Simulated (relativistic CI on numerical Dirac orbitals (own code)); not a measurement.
## Ag³⁺: L-alpha,beta X-ray emission

Computed with this model: Dirac-Coulomb-Breit CI, orbitals from a KLI potential per configuration, QED by a radiative potential, valence Slater integrals scaled by 0.7, multiplet model of X-ray emission after core ionisation; configurations [Kr] 4d8 → [He] 2s2 2p5 3s2 3p6 3d10 4s2 4p6 4d8 → [Ar] 3d9 4s2 4p6 4d8; 300 K; Lorentzian 1.4 eV and Gaussian 0.6 eV FWHM. Energies are those of the free ion, without screening or charge transfer. S is read from ⟨S²⟩ = S(S + 1).

Field parameters in Wybourne normalisation: D4h B²₀ = −7Ds, B⁴₀ = 21(Dq − Dt), B⁴₄ = 21√(5/14) Dq; Oh B⁴₀ = 21Dq, B⁴₄ = √(5/14) B⁴₀; Td as Oh with Dq negative (B⁴₀ = 21Dq, B⁴₄ = √(5/14) B⁴₀). The field is a parameter set, without covalency.

free ion: ground-state S = 0.99, centroid 3042.17 eV. Peaks (eV, height): 2978.4 (9), 2985.6 (100), 3151.6 (59), 3156.0 (9).

D4h, 10Dq = 33700, Ds = 280, Dt = -160 cm⁻¹: ground-state S = 1.00, centroid 3042.16 eV. Peaks (eV, height): 2979.4 (9), 2985.6 (100), 3151.6 (36), 3153.2 (30).

Oh, 10Dq = 18050 cm⁻¹: ground-state S = 1.00, centroid 3042.17 eV. Peaks (eV, height): 2979.2 (9), 2985.6 (100), 3152.0 (47).

Td, 10Dq = -17600 cm⁻¹: ground-state S = 1.00, centroid 3042.20 eV. Peaks (eV, height): 2978.4 (8), 2985.6 (100), 3151.8 (48).

Strongest unbroadened transitions for Td, 10Dq = -17600 cm⁻¹:

| Energy (eV) | Relative strength |
| --- | --- |
| 2985.12 | 21.8 |
| 2985.32 | 19.3 |
| 2985.43 | 14.3 |
| 2985.60 | 100.0 |
| 2985.69 | 44.4 |
| 2985.73 | 10.7 |
| 2985.80 | 14.6 |
| 2985.83 | 14.2 |
| 2985.93 | 14.1 |
| 2986.19 | 6.7 |
| 2986.40 | 14.9 |
| 3151.15 | 20.0 |
| 3151.48 | 32.6 |
| 3151.60 | 28.0 |
| 3151.70 | 7.3 |
| 3152.02 | 21.0 |
| 3152.06 | 15.2 |
| 3152.18 | 15.2 |
